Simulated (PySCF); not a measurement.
One molecule, many functionals

Compound: ClH5P2Si.
InChI=1S/ClH5P2Si/c1-4(2)3/h4H,2-3H2

Linear-response calculations in the def2-SVPD basis (PySCF; singlets by full response, triplets Tamm–Dancoff, core orbitals frozen in the response; HF means time-dependent Hartree–Fock). 'Strongest' is the level of largest summed f among the singlets computed (10 roots, of which the last may lack a degenerate partner); it can jump between rows when another state enters that window. S1 is the lowest singlet of each run and needn't be the same state throughout; f(S1) is that of one state. Isolated species at its PBE0-D3(BJ)/def2-SVP geometry (one conformer only).

```tsv
functional	kind	S1 (eV)	f(S1)	strongest (eV)	T1 (eV)	HOMO (eV)	gap (eV)	ionisation energy, ΔSCF (eV)
LDA	LDA	4.90	0.000	5.97	4.54	-6.34	4.81	9.02
PBE	GGA	4.99	0.000	6.05	4.47	-6.26	4.89	8.88
B3LYP	global hybrid, 20% exact exchange	5.48	0.001	6.36	4.70	-7.10	6.32	9.09
PBE0	global hybrid, 25% exact exchange	5.59	0.000	6.52	4.72	-7.31	6.74	9.12
BHandHLYP	global hybrid, 50% exact exchange	6.06	0.002	6.80	4.94	-8.23	8.50	9.19
CAM-B3LYP	range-separated hybrid	5.90	0.001	6.67	4.91	-8.51	8.92	9.28
wB97X-D	range-separated hybrid	5.93	0.000	6.82	5.02	-9.07	10.15	9.31
LC-wPBE	range-separated hybrid	6.28	0.001	7.17	5.04	-9.83	11.29	9.49
HF	Hartree–Fock	6.69	0.239	7.42	5.05	-9.69	11.87	not settled
```

S1 runs from 4.90 eV (LDA) to 6.69 eV (HF), a spread of 1.79 eV, while the orbital gap spreads over 7.1 eV. Along PBE (0%), B3LYP (20%), PBE0 (25%), BHandHLYP (50%), HF (100%) S1 rises with the share of exact exchange. −ε(HOMO) comes closest to its own ΔSCF ionisation energy with wB97X-D (-0.24 eV) and misses most with LDA (-2.68 eV). 'Not settled' means that the ion's SCF failed to converge or may have ended in another state than the lowest.
